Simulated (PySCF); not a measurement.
## C₆ coefficients of unlike pairs at PBE

Calculated with PySCF 2.14 from the dipole response of each species, C₆(A,B) = (3/π) ∫ α_A(iu) α_B(iu) du, in atomic units, from isotropic polarisabilities. For ions this is the dispersion term alone; charge-induced terms of lower order in 1/R come first.

```json
{"species": "Ge⁺", "configuration": "[Ar] 3d10 4s2 4p1 (2P)", "basis": "aug-cc-pVTZ-DK (7s6p4d2f)", "relativity": "spin-free X2C", "α (bohr³)": "18.98", "C₆ (like pair)": "107.6"}
{"species": "C²⁺", "configuration": "[He] 2s2 (1S)", "basis": "dyall-av2z (11s7p2d)", "relativity": "none", "α (bohr³)": "4.223", "C₆ (like pair)": "6.501"}
{"species": "Ar", "configuration": "[Ar] (1S)", "basis": "aug-cc-pCVTZ-DK (8s7p5d3f)", "relativity": "spin-free X2C", "α (bohr³)": "11.40", "C₆ (like pair)": "67.61"}
```

(1) Estimate C₆ for Ar with Ge⁺.

No spin-orbit coupling is included.

The other pairs:

| pair | C₆ |
| --- | --- |
| C²⁺, Ge⁺ | 26.34 |
| Ar, C²⁺ | 20.68 |

Answers

(1) The integral gives 82.55. The combination rule 2 C_A C_B / (C_A α_B/α_A + C_B α_A/α_B) gives 82.13 and the geometric mean 85.30.
